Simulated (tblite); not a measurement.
Species: C6H7F2 (doublet state).
SMILES with atom numbers: `[CH2:1]=[C:2]=[CH:3][C:4]([CH3:5])[CH:6]([F:7])[F:8]` (hydrogens: H9, H10 on C1; H11 on C3; H12, H13, H14 on C5; H15 on C6)
Bond orders are those of one Lewis drawing.

Computed with GFN2-xTB (tblite), gas phase: L-BFGS steps from a force-field or distance-geometry start until the largest atomic force falls under 0.01 eV/Å.

Step 38: E = -701.1354 eV
```
atom  x, y, z in Å  |  force x, y, z in eV/Å
C1      2.8688    0.3530   -0.4519    0.009   0.015  -0.004
C2      1.7879   -0.0628    0.1114   -0.019  -0.012   0.016
C3      0.6743   -0.5176    0.7032   -0.003  -0.006  -0.034
C4     -0.6282   -0.1663    0.3695    0.006   0.000  -0.024
C5     -1.8238   -0.7474    1.0378    0.026   0.007  -0.015
C6     -0.8691    0.7941   -0.7485   -0.002   0.004   0.006
F7     -1.9740    1.5571   -0.5364    0.011  -0.007   0.015
F8     -1.1146    0.1428   -1.9337    0.002   0.004   0.046
H9      3.3180   -0.1523   -1.2979   -0.033  -0.002   0.024
H10     3.3982    1.2353   -0.1145   -0.008  -0.011   0.008
H11     0.7983   -1.2353    1.5071    0.021   0.027  -0.014
H12    -1.5401   -1.4955    1.7728    0.023   0.015   0.005
H13    -2.4827   -1.2094    0.2993   -0.006   0.033  -0.002
H14    -2.3971    0.0391    1.5345   -0.025  -0.022  -0.021
H15    -0.0201    1.4733   -0.9294   -0.004  -0.043  -0.007
```

Step 39: E = -701.1358 eV
```
atom  x, y, z in Å  |  force x, y, z in eV/Å
C1      2.8672    0.3545   -0.4516    0.015   0.015   0.000
C2      1.7881   -0.0633    0.1143    0.000   0.002   0.000
C3      0.6735   -0.5160    0.7061    0.021  -0.016  -0.042
C4     -0.6280   -0.1656    0.3692    0.014  -0.008  -0.013
C5     -1.8232   -0.7488    1.0357    0.016   0.002  -0.008
C6     -0.8673    0.7938   -0.7494   -0.014   0.006   0.010
F7     -1.9634    1.5675   -0.5305   -0.002   0.002   0.014
F8     -1.1287    0.1412   -1.9300    0.002   0.003   0.035
H9      3.3163   -0.1495   -1.2994   -0.045   0.004   0.044
H10     3.3978    1.2365   -0.1133   -0.020  -0.027   0.002
H11     0.7961   -1.2337    1.5099    0.022   0.025  -0.009
H12    -1.5406   -1.4959    1.7721    0.036   0.016   0.009
H13    -2.4791   -1.2148    0.2976   -0.014   0.040  -0.013
H14    -2.3989    0.0366    1.5310   -0.033  -0.017  -0.023
H15    -0.0143    1.4653   -0.9386    0.002  -0.047  -0.006
```

Step 40: E = -701.1366 eV
```
atom  x, y, z in Å  |  force x, y, z in eV/Å
C1      2.8646    0.3571   -0.4511    0.018   0.011   0.010
C2      1.7883   -0.0643    0.1181    0.027   0.025  -0.024
C3      0.6726   -0.5142    0.7095    0.048  -0.031  -0.044
C4     -0.6275   -0.1654    0.3681    0.020  -0.018   0.008
C5     -1.8222   -0.7512    1.0323   -0.003  -0.005   0.004
C6     -0.8644    0.7933   -0.7503   -0.030   0.007   0.012
F7     -1.9454    1.5850   -0.5193   -0.011   0.010   0.008
F8     -1.1520    0.1397   -1.9234   -0.003   0.003   0.016
H9      3.3152   -0.1464   -1.2991   -0.055   0.010   0.058
H10     3.3944    1.2404   -0.1129   -0.030  -0.039  -0.004
H11     0.7933   -1.2309    1.5140    0.023   0.017   0.002
H12    -1.5408   -1.4958    1.7717    0.049   0.019   0.011
H13    -2.4740   -1.2229    0.2946   -0.021   0.044  -0.028
H14    -2.4023    0.0327    1.5242   -0.039  -0.008  -0.024
H15    -0.0041    1.4508   -0.9532    0.007  -0.046  -0.004
```

Question: Estimate the geometry and energy of step 41. (The exact step hangs on the optimiser's Hessian estimate; all steps are aligned on step 40, rigid shifts and turns removed.)

Answer: E = -701.1377 eV, largest force 0.093 eV/Å
```
atom  x, y, z in Å  |  force x, y, z in eV/Å
C1      2.8604    0.3621   -0.4502    0.018   0.001   0.025
C2      1.7889   -0.0657    0.1236    0.053   0.053  -0.050
C3      0.6719   -0.5125    0.7138    0.070  -0.049  -0.037
C4     -0.6263   -0.1660    0.3664    0.019  -0.025   0.031
C5     -1.8207   -0.7556    1.0266   -0.030  -0.013   0.018
C6     -0.8598    0.7926   -0.7512   -0.053   0.011   0.001
F7     -1.9134    1.6164   -0.4992    0.004   0.002  -0.011
F8     -1.1932    0.1380   -1.9112   -0.012   0.023   0.006
H9      3.3149   -0.1427   -1.2952   -0.055   0.010   0.056
H10     3.3853    1.2491   -0.1142   -0.028  -0.039  -0.006
H11     0.7894   -1.2264    1.5203    0.029   0.001   0.021
H12    -1.5408   -1.4952    1.7715    0.060   0.023   0.010
H13    -2.4660   -1.2361    0.2891   -0.023   0.046  -0.044
H14    -2.4092    0.0261    1.5115   -0.041   0.005  -0.023
H15     0.0143    1.4238   -0.9782   -0.013  -0.050   0.002
```

The energy changes by -0.0012 eV. The first-order estimate −F·Δx gives -0.0016 eV and the mean of the old and new forces, exact on a quadratic surface, -0.0012 eV. The step makes an angle of 84° with the force vector and moves no atom by more than 0.049 Å.

The cost below is that of the whole relaxation. On an Arm Neoverse V1 with one thread, shared host, this took 0.45 s.
